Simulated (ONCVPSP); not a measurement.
Ranking ONCV potentials for Ge (Z = 32)

All share these settings but for the change named:

```json
{
 "Element": "Ge (Z = 32)",
 "Generator": "ONCVPSP 4.0.1",
 "Type": "optimised norm-conserving Vanderbilt (ONCV)",
 "Functional": "LDA (Perdew-Zunger)",
 "Relativity": "scalar-relativistic",
 "Frozen core": "[Ar] 3d10",
 "Valence charge": "4",
 "Reference configuration": "4s2 4p2",
 "Partial waves": "4s: rc 1.75 bohr, ncon 4, nbas 8, qcut 2.9 1/bohr, 3 projectors, debl 2.1 Ha; 4p: rc 1.90 bohr, ncon 3, nbas 7, qcut 5.1 1/bohr, 2 projectors, debl 3.4 Ha",
 "Local potential": "polynomial inside 1.50 bohr (lpopt 5, dvloc0 1 Ha)",
 "Core correction": "none"
}
```

Cutoff: the first of the cutoffs (Ha) at which the residual kinetic energy of the hardest occupied pseudo-wave falls to 1 and 0.1 mHa per electron; the density cutoff is not measured.

The base gives 44 Ha.

Of 4 variants that were run, those that failed, showed a ghost or another fault, or gave nearly equal values are left out.

A variant can come out equal or close to the base.

Rank these variants from softest to hardest (loose cutoff).
A. s: nbas 9
B. s: qcut 3.4
C. s: ncon 3, nbas 7
D. all radii scaled by about 1.27 (s 2.22, p 2.40 bohr); local potential polynomial inside 1.90 bohr (lpopt 5, dvloc0 1 Ha)

D (16 Ha), B (25 Ha), C (37 Ha), A (47 Ha).
